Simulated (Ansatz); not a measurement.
One change: `S[CH2][ZnH]` becomes `S[CH2][SbH2]`.

Ansatz, PBE0-D4/def2-TZVP geometries, multiplicity 1. Each molecule was computed in one conformer, which needn't be the lowest.

Elements past krypton have def2 core potentials. Scalar relativity is left out up to krypton.

```json
{"property": "HOMO energy (PBE0/def2-TZVPP) / eV", "`S[CH2][ZnH]`": "-6.38"}
{"property": "HOMO–LUMO gap (ωB97M-V/def2-TZVPP) / eV", "`S[CH2][ZnH]`": "9.28"}
{"property": "LUMO energy (B3LYP/def2-TZVPP) / eV", "`S[CH2][ZnH]`": "-0.90"}
{"property": "HOMO–LUMO gap (PBE0/def2-TZVPP) / eV", "`S[CH2][ZnH]`": "5.75"}
{"property": "HOMO energy (PBE/def2-TZVPP) / eV", "`S[CH2][ZnH]`": "-5.26"}
{"property": "HOMO energy (B3LYP/def2-TZVPP) / eV", "`S[CH2][ZnH]`": "-6.18"}
```

What does the change do to each property? (Estimate.)

The calculation gave: 
```csv
property,`S[CH2][SbH2]`,shift
HOMO energy (PBE0/def2-TZVPP) / eV,-6.92,-0.54
HOMO–LUMO gap (ωB97M-V/def2-TZVPP) / eV,10.17,0.89
LUMO energy (B3LYP/def2-TZVPP) / eV,-0.89,0.01
HOMO–LUMO gap (PBE0/def2-TZVPP) / eV,6.27,0.52
HOMO energy (PBE/def2-TZVPP) / eV,-5.66,-0.40
HOMO energy (B3LYP/def2-TZVPP) / eV,-6.68,-0.50
```

The zero-point energy changes by 20.6 kJ/mol with +3 modes.

B3LYP here is the variant with VWN-RPA as its local correlation; programs differ in this.

Spin–orbit coupling is left out; it splits and shifts lone-pair levels of the heavy atoms by tenths of an eV.
